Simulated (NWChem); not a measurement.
System: SnH₃OCl; SMILES [OH][SnH2][Cl]

```xyz
6

Sn    -0.3094    -0.3862     0.0000
O      1.4138    -1.3554    -0.0007
Cl     0.2501     1.9029    -0.0002
H     -1.1276    -0.7248    -1.4572
H     -1.1287    -0.7225     1.4572
H      2.1648    -0.7501     0.0090
```
Atoms are numbered in this order, from 1.

The geometry was optimised at PBE0/def2-SVP. No frequency run checked for a minimum. def2 effective core potentials on Sn; no spin-orbit coupling.

**Question.** List the 4 lowest vertical singlet excitations from CAM-B3LYP/def2-SVPD with def2 effective core potentials on Sn, TDA (NWChem).

**Answer.** 
```tsv
state	energy (eV)	oscillator strength	leading excitation (squared amplitude)
S1	6.42	0.057	HOMO → LUMO (0.75)
S2	6.53	0.001	HOMO−2 → LUMO (0.53)
S3	6.67	0.036	HOMO−1 → LUMO (0.89)
S4	6.98	0.002	HOMO → LUMO+1 (0.46)
```
